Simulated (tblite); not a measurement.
Question: Give a GFN2-xTB geometry of `C(C[CH]C(OC)=S)#N` [radical]. (Doublet state.)

Answer: 
```
atom  x, y, z in Å
C1     2.0909   -0.7285   -1.0792
O2     0.7746   -0.4155   -0.6778
C3     0.5280   -0.3042    0.6376
S4     1.7525   -0.5506    1.8006
C5    -0.7402   -0.0042    1.0490
C6    -1.8678    0.2419    0.1026
C7    -2.1478    1.6607    0.0560
N8    -2.3535    2.7834    0.0295
H9     2.0715   -0.7625   -2.1661
H10    2.4020   -1.6966   -0.6767
H11    2.7941    0.0367   -0.7397
H12   -0.9259    0.1007    2.1052
H13   -2.7754   -0.2686    0.4402
H14   -1.6038   -0.0932   -0.9034
```

Any rigid rotation of these coordinates is as good. Atoms count from 1 in this order. Of the pairs four or more bonds apart, O2···H14 is among the closest relative to their van der Waals radii: 2.41 Å, 89 % of the sum of Bondi's values. C5 (carbon bonded to 2 C and H) is planar (angles 123.1°, 118.4° and 118.4°, sum 359.9°, 0.02 Å off the plane of its three neighbours). The 3 C–C bonds span 1.367 Å (C3–C5, drawn single in one of several resonance forms) to 1.493 Å (C5–C6, drawn single), a spread of 0.126 Å. C3 (carbon bonded to C, O and S) is planar (angles 121.6°, 119.5° and 118.9°, sum 360.0°, 0.01 Å off the plane of its three neighbours).

Bonds between heavy atoms (Å): C1–O2 1.411, O2–C3 1.343, C3=S4 1.707, C3–C5 1.367, C5–C6 1.493, C6–C7 1.447, C7≡N8 1.142.

Structure optimised with GFN2-xTB, isolated species. This method treats the open shell by occupation alone, without spin polarisation.

Point group: C1 (no symmetry element, even within 0.4 Å). Its GFN2-xTB frequencies are all real (lowest 20 cm⁻¹). Torsions: C1–O2–C3–S4 -1°, O2–C3–C5–C6 -2°, C3–C5–C6–C7 -105°.

Time: 0.58 s wall. Hardware: one thread, Arm Neoverse V2 (aarch64), no GPU (shared host). That covers the optimisation of the geometry.

One conformer stands for the species.

These are computed values.
